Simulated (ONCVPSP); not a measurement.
# Configuration tests for sulfur (S) (ONCV)

* Element: sulfur (S)
* Generator: ONCVPSP 4.0.1
* Type: optimised norm-conserving Vanderbilt (ONCV)
* Functional: LDA (Perdew-Wang 92)
* Relativity: scalar-relativistic
* Frozen core: [Ne]
* Valence charge: 6
* Reference configuration: 3s1.5 3p4.5
* Partial waves: 3s: rc 1.50 bohr, ncon 5, nbas 8, qcut 5.1 1/bohr, 2 projectors, debl 3.3 Ha; 3p: rc 1.45 bohr, ncon 4, nbas 7, qcut 6.2 1/bohr, 2 projectors, debl 1.4 Ha; d scattering state at 0.46 Ha: rc 1.30 bohr, ncon 4, nbas 7, qcut 7.4 1/bohr, 2 projectors, debl 3.6 Ha
* Local potential: polynomial inside 1.25 bohr (lpopt 5, dvloc0 2 Ha)
* Core correction: Teter function, fcfact 3.75, rcfact 1.2

Energies are relative to the spin-unpolarised reference configuration 3s1.5 3p4.5; without spin polarisation the order of configurations can differ from experiment.

```csv
valence configuration,charge,ΔE all-electron (eV),error AE − PS (meV)
3s2 3p3,+1,6.754,+1.1
3s2 3p2,+2,29.123,+16
3s2 3p0,+4,110.258,+225
```

(1) What are ΔE and the potential's error for 3s2 3p4?

Levels in the configuration 3s2 3p3:

```json
{"level": "3s", "all-electron (eV)": "-27.630", "pseudo (eV)": "-27.625"}
{"level": "3p", "all-electron (eV)": "-16.879", "pseudo (eV)": "-16.874"}
```

Results:

(1) ΔE = -5.104 eV all-electron; the error (AE − PS) is +0.5 meV.
